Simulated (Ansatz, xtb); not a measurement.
**Isomers of AlF2H5Si2 in order of energy**

4 gas-phase structures of AlF2H5Si2, found in a search over its isomers (lower ones may exist). Each was relaxed with GFN2-xTB; where two conformers were screened, the lower at r2SCAN-D4/def2-SVP is listed:

A. `[F][Al]([F])[SiH2][SiH3]`, a singlet
B. `F[SiH2][Al]([F])[SiH3]`, a singlet
C. `[F][AlH][Si@H](F)[SiH3]`, a singlet
D. `[F][AlH][SiH2][SiH2]F`, a singlet

**Question.** Estimate their order in r2SCAN-D4/def2-SVP energy at these geometries, lowest first.

**Answer.** Calculated order at r2SCAN-D4/def2-SVP: A (0.0), D (22.7), B (26.3), C (27.1) kcal/mol. Less than 1 kcal/mol parts B and C, so the order within that pair means little.

Energies above the lowest of each column, in kcal/mol:

```json
{"structure": "A", "GFN2-xTB": "0.0", "HF/STO-3G": "0.0", "r2SCAN-D4/def2-SVP": "0.0"}
{"structure": "D", "GFN2-xTB": "14.5", "HF/STO-3G": "25.7", "r2SCAN-D4/def2-SVP": "22.7"}
{"structure": "B", "GFN2-xTB": "17.4", "HF/STO-3G": "29.5", "r2SCAN-D4/def2-SVP": "26.3"}
{"structure": "C", "GFN2-xTB": "17.4", "HF/STO-3G": "26.0", "r2SCAN-D4/def2-SVP": "27.1"}
```

Every level run on A puts it lowest or level with the lowest. Some further structures that were screened fall inside this span and aren't listed. Flexible structures stand in one conformer each, not always the lowest. Frequencies (B3LYP/6-31G*) were run for A alone.

Over these structures GFN2-xTB departs from r2SCAN-D4/def2-SVP by 3.3 kcal/mol on average once a common shift is removed. A GFN2-xTB relaxation took about 0.13 s and the r2SCAN-D4/def2-SVP energy about 1.5 s on a shared host (Ansatz 0.2.0, xtb 6.7.1 (Pople sets with spherical d functions)).
